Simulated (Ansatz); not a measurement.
CH3FGaO, SMILES `C[O][Ga][F]` radical, 7 atoms. The species carries charge 0 and has multiplicity 2. Correlated methods include outer-core shells of Ga, which these sets cover unevenly. Scalar relativity is left out up to krypton. Hardware: A = 2 threads of a server CPU on a shared host; B = 2 threads of an AMD EPYC 7R13 on a shared host and a share of an NVIDIA H100 80 GB. Correlated methods freeze the cores. Open-shell runs search over several starts.

Problem. How many basis functions does each run have, and how long does it take in Ansatz? UKS PBE0-D4/def2-SVP energy [A]; direct RPA on PBE orbitals/def2-TZVPP energy [A]; UKS SPW92 (LDA)/def2-TZVPP energy [A]; UHF-CCSD(T)/def2-SVP energy [A]; UKS PBE0-D4/def2-TZVP relaxation (9 steps) [A]; UKS r2SCAN-D4/def2-TZVPP energy and forces [A]; UHF-CCSD(T)/def2-TZVPP energy [B]; UKS ωB97M-V/def2-SVP energy [A]; UKS PBE0-D4/def2-QZVPP energy [B]; UKS ωB97M-V/def2-QZVPP energy [B]; UKS B3LYP-D4/def2-TZVPP energy and forces [A]; UHF-MP2/def2-QZVPP energy [B]. (Best estimate.)

Solution. Computed: Other jobs shared the machine, so times are rough.

```csv
level,job,functions,wall time,peak host memory (GiB)
UKS SPW92 (LDA)/def2-TZVPP,energy [A],183,5.5 s,0.55
UKS PBE0-D4/def2-SVP,energy [A],89,8.5 s,0.55
UKS B3LYP-D4/def2-TZVPP,energy and forces [A],183,11 s,0.55
UKS ωB97M-V/def2-SVP,energy [A],89,12 s,0.55
UKS r2SCAN-D4/def2-TZVPP,energy and forces [A],183,13 s,0.55
UHF-MP2/def2-QZVPP,energy [B],350,14 s,0.9
UKS PBE0-D4/def2-QZVPP,energy [B],350,14 s,0.92
UKS ωB97M-V/def2-QZVPP,energy [B],350,16 s,1.1
direct RPA on PBE orbitals/def2-TZVPP,energy [A],183,18 s,0.55
UHF-CCSD(T)/def2-TZVPP,energy [B],183,19 s,0.8
UHF-CCSD(T)/def2-SVP,energy [A],89,38 s,0.68
UKS PBE0-D4/def2-TZVP,relaxation (9 steps) [A],159,2.6 min,0.55
```

B3LYP here is the variant with VWN-RPA as its local correlation; programs differ in this.
